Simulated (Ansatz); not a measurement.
Frontier orbitals of FHfI3 (`[F][Hf]([I])([I])[I]`).

```
atom   x (Å)   y (Å)   z (Å)
  F1  -0.486   0.051  -1.957
 Hf2  -0.034   0.004  -0.138
  I3   0.128  -2.562   0.643
  I4   2.335   1.227   0.194
  I5  -1.942   1.280   1.258
```

The species carries charge 0 and has multiplicity 1. Correlated methods include outer-core shells of Hf, I, which these sets cover unevenly. Hf, I takes the def2 core potential. The structure was optimised at the PBE0-D4/def2-TZVP level. Basis def2-TZVPP, the Gaussian-basis code of Ansatz.

```
functional  HOMO (eV)  LUMO (eV)  gap (eV)
       PBE      -6.86      -3.11      3.75
    B97M-V      -7.11      -2.88      4.23
      PBE0      -7.94      -2.43      5.51
   r2SCAN0      -8.15      -2.36      5.79
 CAM-B3LYP      -9.10      -1.42      7.68
   ωB97X-V     -10.07      -0.46      9.61
   ωB97M-V      -9.94      -0.55      9.39
```

From PBE to PBE0 the HOMO moves by −1.09 eV and the LUMO by +0.68 eV, and with ωB97M-V by −3.09 and +2.55 eV, so the gap grows from 3.75 to 9.39 eV with exact exchange.
